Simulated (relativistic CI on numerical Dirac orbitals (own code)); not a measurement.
Calculated at this level of theory: Dirac-Coulomb-Breit CI, orbitals from a KLI potential per configuration, QED by a radiative potential, unscaled Slater integrals (own radial code, finite nucleus).

Configurations in the expansion (outside the closed core [Ne]): 3s2.3p6.3d9, 3s2.3p5.3d10, 3s.3p6.3d10, 3s2.3p6.3d8.4s, 3s2.3p6.3d8.4p, 3s2.3p4.3d10.4s, 3s2.3p6.3d8.4d, 3s2.3p4.3d10.4p, 3s2.3p5.3d9.4s, 3s2.3p6.3d8.4f, 3s2.3p4.3d10.4d, 3s2.3p5.3d9.4p, 3s.3p5.3d10.4s, 3s2.3p6.3d7.4s2, 3s.3p5.3d10.4p, 3s2.3p5.3d9.4d, 3s2.3p6.3d7.4s.4p, 3s.3p6.3d9.4s, 3s.3p5.3d10.4d, 3s2.3p5.3d9.4f, 3p6.3d10.4s, 3s2.3p6.3d8.5s, 3s2.3p6.3d7.4p2, 3s2.3p6.3d7.4s.4d, 3s.3p6.3d9.4p, 3s2.3p6.3d8.5p, 3p6.3d10.4p, 3s2.3p5.3d8.4s2, 3s2.3p6.3d8.5d, 3s2.3p6.3d7.4p.4d, 3s2.3p6.3d8.5f, 3p6.3d10.4d, 3s2.3p5.3d8.4s.4p, 3s.3p6.3d9.4d, 3s2.3p6.3d8.5g, 3s2.3p6.3d7.4d2. Levels of other configurations are missing.

At this charge energies of transitions that change n are usually good to better than 1 %, and those within a shell (Δn = 0) to a few per cent.

Outline of the computed level scheme of Tl LV. Lowest level of each configuration: 3s2.3p6.3d9 2D_5/2 at 0.00 eV; 3s2.3p5.3d10 2P°_3/2 at 538.06 eV; 3s.3p6.3d10 2S_1/2 at 1299.88 eV; 3s2.3p6.3d8.4s 4F_9/2 at 2031.76 eV; 3s2.3p6.3d8.4p 4D°_7/2 at 2144.52 eV.

Some strong electric-dipole decays among the lowest 45 levels: 3s2.3p6.3d8.4p 2D°_3/2 → 3s2.3p6.3d9 2D_3/2 (1.8e+13 s⁻¹); 3s2.3p6.3d8.4p 2P°_3/2 → 3s2.3p6.3d9 2D_5/2 (1.6e+13 s⁻¹); 3s2.3p6.3d8.4p 2D°_5/2 → 3s2.3p6.3d9 2D_5/2 (1.3e+13 s⁻¹); 3s2.3p6.3d8.4p 2F°_7/2 → 3s2.3p6.3d9 2D_5/2 (1.2e+13 s⁻¹); 3s2.3p6.3d8.4p 2D°_5/2 → 3s2.3p6.3d9 2D_5/2 (1.2e+13 s⁻¹); 3s2.3p5.3d10 2P°_1/2 → 3s2.3p6.3d9 2D_3/2 (1.1e+13 s⁻¹); 3s2.3p6.3d8.4p 4D°_3/2 → 3s2.3p6.3d9 2D_5/2 (1.0e+13 s⁻¹); 3s2.3p6.3d8.4p 2F°_7/2 → 3s2.3p6.3d9 2D_5/2 (9.9e+12 s⁻¹).

LS names give the leading component of a level, which can be under half, so a name can repeat, a term be missing and a line seem to break the LS rules.
